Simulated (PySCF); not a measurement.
**How methods differ on the electron affinity of As**

As⁻ [Ar] 3d10 4s2 4p4 (3P) → As [Ar] 3d10 4s2 4p3 (4S), as a difference of total energies. Computed with PySCF 2.14 in aug-cc-pVQZ-PP with ECP10MDF (7s6p5d3f2g, 89 functions), with a scalar-relativistic core potential. Correlated levels: valence: 3s2 3p6 3d10 frozen. The calculations carry no spin-orbit coupling.

```
           method  electron affinity (eV)
              UHF                  -0.294
    MP2 (valence)                   0.532
SCS-MP2 (valence)                   0.607
   CCSD (valence)                   0.615
CCSD(T) (valence)                   0.682
```

The reference lies between the lowest fine-structure levels, while these numbers refer to the centres of the terms.

Errors of the correlated levels include the incompleteness of this basis and the frozen core.

A negative affinity means that the anion lies above the atom at that level of theory.

For comparison: 0.804 eV (measured; photodetachment measurements, as compiled on the Wikipedia data page of electron affinities).
